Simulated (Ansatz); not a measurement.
CuF2. The state is a doublet with charge 0. Geometry PBE-D4/def2-TZVP, basis def2-TZVP, Ansatz.

```xyz
3

Cu    0.000    0.000    0.000
F    -1.524   -0.713    0.434
F     1.524    0.713   -0.434
```

```
run  HOMO (eV)  LUMO (eV)
  A     -12.18      -3.98
  B     -10.41      -5.58
  C      -8.25      -7.41
  D     -10.04      -6.02
  E     -12.59      -3.73
  F      -9.74      -6.66
```

B3LYP takes the VWN-RPA correlation. No other spin state of charge 0 was run.

HOMO and LUMO are taken over both spins.

Question: The runs used B3LYP, BHLYP, PBE0, r2SCAN, r2SCAN0, ωB97X-V. Estimate which is which.

Answer: A BHLYP (50 % exact exchange); B r2SCAN0 (25 % exact exchange); C r2SCAN (0 % exact exchange); D PBE0 (25 % exact exchange); E ωB97X-V (range-separated); F B3LYP (20 % exact exchange). Exact exchange lowers occupied and raises empty levels; among semilocal functionals meta-GGAs tend to open the gap a little, and such runs are hard to tell apart. The gap grows from 0.84 eV (r2SCAN) to 8.85 eV (ωB97X-V).
